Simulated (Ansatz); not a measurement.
Cl2GeH6Si2 (`[SiH3][Ge]([SiH3])([Cl])[Cl]`), relaxed with RKS PBE0-D4/def2-TZVP in Ansatz from a PBE-D4/def2-SVP geometry. The force threshold is 0.005 eV/Å; the program also tests the step.

The species carries charge 0 and has multiplicity 1.

Start:

```xyz
11

Si   -0.206    1.392   -1.637
Ge   -0.180    0.407    0.551
Si    0.422   -1.876    0.981
Cl    1.179    1.639    1.763
Cl   -2.206    0.671    1.365
H    -1.180    0.635   -2.497
H     1.173    1.303   -2.228
H    -0.629    2.825   -1.499
H    -0.521   -2.776    0.233
H     0.317   -2.115    2.459
H     1.831   -2.105    0.509
```

| step | energy (eV) | largest force (eV/Å) | largest move (Å) |
| --- | --- | --- | --- |
| 1 | -97398.7061 | 0.429 | 0.000 |
| 2 | -97398.7381 | 0.108 | 0.037 |
| 3 | -97398.7396 | 0.026 | 0.020 |
| 4 | -97398.7401 | 0.002 | 0.010 |

End:

```xyz
11

Si   -0.205    1.382   -1.631
Ge   -0.179    0.404    0.546
Si    0.420   -1.867    0.974
Cl    1.150    1.625    1.752
Cl   -2.171    0.675    1.362
H    -1.166    0.632   -2.477
H     1.160    1.292   -2.209
H    -0.623    2.797   -1.488
H    -0.513   -2.753    0.232
H     0.315   -2.098    2.434
H     1.812   -2.088    0.505
```

Hardware: 4 threads of an Arm Neoverse V2 on a shared host. Wall time 31 s, peak host memory 0.96 GiB.
